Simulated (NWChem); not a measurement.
System: C2H5S, doublet; SMILES CC[S]

In the optimisation the excess spin sits in a" (Cs, its own frame).

Task: Give the equilibrium geometry at PBE-D3(BJ)/def2-SVP, spin-unrestricted (NWChem) as an XYZ file, with the point group.

Result: point group Cs; any orientation.
```
8

C      0.3854    -1.5904     0.0000
C     -0.6106    -0.4344     0.0000
S      0.0989     1.2261     0.0000
H      1.0389    -1.5500     0.8940
H     -0.1420    -2.5676     0.0000
H      1.0389    -1.5500    -0.8940
H     -1.2969    -0.4796     0.8781
H     -1.2969    -0.4796    -0.8781
```
